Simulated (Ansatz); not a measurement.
Consider the substitution at a C–C bond: `FC([SiH3])CBr` + HBr → `BrCBr` + `FC[SiH3]`.

Calculated with Ansatz (gas phase, PBE0-D4/def2-TZVP geometries, no zero-point term in ΔE). CCSD(T)/CBS adds triple-zeta CCSD(T) − MP2 to the extrapolated MP2 energy (def2 sets, frozen cores). Functionals use def2-TZVPP. For Br outer-core shells are correlated without core-valence functions, which leaves a few kJ/mol of doubt a bond. Scalar relativity is left out up to krypton. Each species was taken in one conformer, which may not be the lowest.

| level | ΔE (eV) |
| --- | --- |
| B2PLYP | 0.39 |
| CCSD/CBS(def2) | 0.44 |

What does CCSD(T)/CBS give? (Best estimate.)

Computed: +0.45 eV. The listed levels differ from it by -0.06, -0.01 eV.

Largest T1 diagnostic among the species: 0.011.

From PBE to PBE0 (25 % exact exchange), in def2-TZVPP and without D4, ΔE moves by +0.04 eV. The D4 term adds +0.05 eV with B3LYP and +0.03 eV with PBE0; it sums over pairs of atoms, weighted by their polarisabilities, and B3LYP, whose exchange is more repulsive, gets the larger term.

B3LYP here is the variant with VWN-RPA as its local correlation; programs differ in this.
